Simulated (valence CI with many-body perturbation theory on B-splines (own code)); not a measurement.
# Sensitivity of CI+MBPT for Sn XVIII

Calculated by relativistic CI+MBPT: five valence electrons over a frozen Dirac-Fock core [Ar] 3d10, radial functions for each j: 6 s, 6 p, 5 d, 3 f, 1 g, with the one-electron correlation potential Σ1 (screened to all orders), the two-electron term Σ2, the three-electron term Σ3, Breit, model QED; selected single and double excitations, second order for the rest, scaled by the run's own slope (own B-spline code, finite nucleus).

No measured spectrum was set against this ion. As an estimate, levels hold to about 250 cm⁻¹ or 0.2 % of their energy and the worst to 1 %, as in measured heavy ions of charge 2 to 7; those with d or f electrons hold less well. Among the levels kept, up to 810 cm⁻¹ of a level comes from second order outside the variational space, and about a tenth of that is noise between levels of different J, which matters for small intervals.

The reference run has the lowest level (4s^2 4p1/2^2 4p3/2) J=3/2 and an ionisation energy of 467.950 eV. Its largest variational space holds 9998 state functions.

Levels are named by their leading jj configuration (3d3/2^4 stands for four electrons in 3d with j = 3/2), which in mixed levels can hold well under half, so a name can repeat and another be missing. Letters in brackets count levels of one name in rising energy.

Changed runs:
A. Davidson tolerance 2e-05 → 0.001; box radius (bohr) 6.3671 → 3.47
B. Breit term on → off
C. hole-hole ladder in Σ2 on → off; logarithmic knot step 0.27 → 0.4
D. scale of Σ1 1 → 0 (bad on purpose)

Excitation energies of the reference run in cm⁻¹, and shifts in cm⁻¹:

| Level | Reference | A | B | C | D |
| --- | --- | --- | --- | --- | --- |
| (4s^2 4p1/2 4p3/2^2) J=3/2 | 65855 | +0.3 | +949 | -10 | -591 |
| (4s^2 4p1/2 4p3/2^2) J=5/2 | 86275 | +0.8 | +1106 | +8.0 | -659 |
| (4s^2 4p1/2 4p3/2^2) J=1/2 | 115160 | 0 | +1025 | +48 | -690 |
| (4s^2 4p3/2^3) J=3/2 | 179312 | +0.5 | +2164 | +20 | -1369 |
| (4s 4p1/2^2 4p3/2^2) J=5/2 | 399051 | +1.0 | +151 | -60 | -852 |
| (4s 4p1/2^2 4p3/2^2) J=3/2 | 443437 | +0.9 | +559 | -54 | -1120 |
| (4s 4p1/2^2 4p3/2^2) J=1/2 | 448852 | +1.2 | +461 | -36 | -1106 |
| (4s 4p1/2 4p3/2^3) J=3/2 [a] | 496762 | +1.0 | +926 | -28 | -1295 |
| (4s 4p1/2 4p3/2^3) J=5/2 | 517931 | +1.2 | +1290 | -24 | -1493 |
| (4s 4p1/2 4p3/2^3) J=1/2 | 557168 | +1.0 | +1106 | +20 | -1449 |
| (4s 4p1/2 4p3/2^3) J=3/2 [b] | 565346 | +1.1 | +1263 | -7.0 | -1231 |
| (4s^2 4p1/2^2 4d3/2) J=3/2 | 583654 | +1.5 | +1004 | -19 | -491 |
| Ionisation energy (eV) | 467.950 | +0.00055 | +0.196 | -0.024 | -1.169 |
